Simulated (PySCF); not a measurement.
Be2: energy against distance

Set-up: PySCF, no relativity, basis sets Be pcseg-2. Energies in eV from Be + Be in their ground configurations at the same level. State: ¹Σg⁺ (singlet), closed shell.

All columns are PBE0.

```csv
R (Å),E (eV),HOMO (eV),LUMO (eV),Mayer bond order,⟨S²⟩
2.151,-0.115,-4.94,-2.34,1.03,0.00
2.251,-0.202,-5.03,-2.24,0.95,0.00
2.351,-0.248,-5.12,-2.15,0.87,0.00
2.426,-0.263,-5.18,-2.12,0.80,0.00
2.501,-0.267,-5.25,-2.10,0.74,0.00
2.576,-0.263,-5.31,-2.08,0.68,0.00
2.676,-0.249,-5.40,-2.06,0.61,0.00
2.801,-0.224,-5.50,-2.03,0.52,0.00
2.951,-0.190,-5.62,-2.00,0.43,0.00
3.151,-0.146,-5.76,-1.94,0.32,0.00
```

Closed-shell solutions of metal pairs were not tested for spin polarisation, which can lower them a little. The bond is weak. Basis-set superposition, not corrected here, can be much of De in a small basis, most of all at correlated wavefunction levels. Functionals without a dispersion term scatter widely for such bonds, and LDA overbinds them.
